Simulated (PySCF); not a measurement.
anisole (C₇H₈O), SMILES COc1ccccc1.

The structure is a stationary point at r2SCAN-D4/def2-SVP. The values are those of a single conformer.

Computed with PBE/def2-TZVP run with PySCF.

Symmetry labels are those of the subgroup Cs that the program uses (full group Cs).

Computed valence orbital energies around the gap with their symmetry:
| orbital | symmetry | energy (eV) |
|---|---|---|
| HOMO−7 | A' | -9.96 |
| HOMO−6 | A" | -9.20 |
| HOMO−5 | A' | -8.74 |
| HOMO−4 | A' | -8.53 |
| HOMO−3 | A" | -7.73 |
| HOMO−2 | A' | -7.72 |
| HOMO−1 | A" | -6.23 |
| HOMO | A" | -5.35 |
| LUMO | A" | -1.12 |
| LUMO+1 | A" | -0.72 |
| LUMO+2 | A' | 0.54 |
| LUMO+3 | A' | 0.95 |
